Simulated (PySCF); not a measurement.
Cl2FHSi. Atoms are numbered in the order given.

```xyz
5

Si     0.4156    -0.3897     0.0000
F     -0.3878    -1.7856     0.0000
Cl    -0.1232     0.6526    -1.6618
Cl    -0.1232     0.6526     1.6618
H      1.8600    -0.6621     0.0000
```

Geometry: ωB97X-D3(BJ)/def2-SVP.

All values below come from ωB97X-D3(BJ)/def2-SVP in PySCF.

Frequencies are harmonic and unscaled.

Question: List the normal modes with their intensities. (An estimate is asked for; the answer gives what the named calculation found.)

Answer: 
```csv
mode,ν (cm⁻¹),IR (km/mol),moving atoms (share of kinetic energy)
1,182,2.7,"Cl 73 %, Si 14 %, F 12 %"
2,242,9.1,"F 61 %, Cl 31 %"
3,303,23.7,"Si 37 %, F 33 %, Cl 29 %"
4,551,57.9,"Cl 51 %, Si 42 %"
5,635,148.8,"Si 55 %, Cl 37 %"
6,832,225.9,"H 88 %, Si 11 %"
7,839,43.7,"H 86 %, F 12 %"
8,946,200.7,"F 48 %, Si 45 %"
9,2371,80.4,H 97 %
```
